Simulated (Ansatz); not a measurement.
## What each rung costs, and what it gives

Saddle point of C2H8Ge, singlet (C₂H₈Ge ([CH3][GeH2][CH3]) → CH₄Ge ([CH2][GeH2]) + CH₄; bonds formed: C2–H4; bonds broken: Ge1–C2, C3–H4), PBE0-D4/def2-TZVP structure:

```xyz
11
angstrom
Ge -0.3555 -0.5854 -0.8209
C 0.9480 1.0424 0.1224
C -1.1040 -0.9690 0.8413
H 0.0436 0.2341 0.7151
H -1.0013 0.3518 -1.8617
H 0.8339 -1.3485 -1.4406
H 0.5254 1.9959 0.4450
H 1.8224 0.7735 0.7176
H 1.2894 1.1773 -0.9135
H -0.8404 -1.9401 1.2554
H -2.1614 -0.7319 0.9398
```

Barriers are electronic and count from the start structure reached by relaxing down the imaginary mode.

Program: Ansatz 0.2.0. Basis: as named in each row. Cores are frozen in the correlated methods. Filled d shells of the heavier atoms are correlated. The def2 sets are not built for correlating such inner shells, so the correlated values are less sure here. B3LYP uses VWN-RPA correlation. Extrapolation: Hartree–Fock as exp(−7.88 √X), correlation as X^−2.97.

Times are rough, for one single point on 4 threads of a shared host (Arm Neoverse V2).

The estimate by CCSD(T) at an estimated basis limit (MP2 extrapolated from triple and quadruple zeta, plus CCSD(T) − MP2 in triple zeta) is 4.318 eV.

```csv
method,basis,time (s),barrier (eV),method less estimate
HF,STO-3G,under 1,8.048,3.730
PBE-D4,STO-3G,under 1,6.125,1.807
SPW92,def2-SVP,under 1,3.855,-0.463
B3LYP-D4,6-31G,under 1,4.628,0.310
PBE-D4,def2-SVP,under 1,3.982,-0.336
PBE0-D4,def2-SVP,under 1,4.283,-0.035
SPW92,def2-TZVPP,under 1,3.786,-0.532
PBE-D4,def2-TZVPP,2,3.915,-0.403
BLYP-D4,def2-TZVPP,2,4.017,-0.301
B3LYP-D4,def2-TZVPP,2,4.239,-0.079
BHLYP-D4,def2-TZVPP,2,4.547,0.229
CAM-B3LYP-D4,def2-TZVPP,2,4.390,0.072
PBE0-D4,def2-TZVPP,2,4.190,-0.128
wB97M-V,def2-SVP,3,4.410,0.092
r2SCAN-D4,def2-TZVPP,4,4.130,-0.188
r2SCAN0-D4,def2-TZVPP,4,4.309,-0.009
CCSD(T),def2-SVP,4,4.609,0.291
B2PLYP,def2-TZVPP,4,4.324,0.006
PBE-QIDH,def2-TZVPP,4,4.387,0.069
RPA on PBE,def2-TZVPP,6,4.337,0.019
wB97X-V,def2-TZVPP,6,4.424,0.106
B97M-V,def2-TZVPP,8,4.208,-0.110
wB97M-V,def2-TZVPP,8,4.320,0.002
MP2,def2-QZVPP,17,4.308,-0.010
CCSD(T),def2-TZVPP,96,4.386,0.068
```

All methods are single points on the PBE0-D4 structures.

T1 diagnostic: at most 0.013. The restricted Hartree–Fock reference is unstable towards an unrestricted one at one or more of these structures. A large double-excitation amplitude points to some diradical character; no triplet was computed.

Labels in which every atom is bracketed show which atoms are joined, not bond orders.
